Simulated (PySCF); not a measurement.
# How methods differ on the ionisation energy of Mg¹⁰⁺

Mg¹⁰⁺ 1s2 (1S) → Mg¹¹⁺ 1s1 (2S), as a difference of total energies. Computed with PySCF 2.14 in an even-tempered Gaussian basis (15 s from 5.3 bohr⁻², ratio 2.2; 7 p from 8.2 bohr⁻², ratio 2.4; 4 d from 25 bohr⁻², ratio 2.4; 3 f from 37 bohr⁻², ratio 2.4; 3 g from 55 bohr⁻², ratio 2.4), with the non-relativistic Hamiltonian (point nucleus). Correlated levels: nothing frozen; virtual orbitals above 40 to 60 times the deepest correlated orbital energy dropped. The calculations carry no spin-orbit coupling.

```csv
method,ionisation energy (eV)
UHF,1758.2
MP2 (all electrons),1759.4
SCS-MP2 (all electrons),1759.6
CCSD (all electrons),1759.4
```

These non-relativistic numbers lack the scalar-relativistic shift.

With two correlated electrons CCSD is exact in that space.

For comparison: 1761.8 eV (theoretical estimate listed by NIST; NIST Atomic Spectra Database, ionization energies).
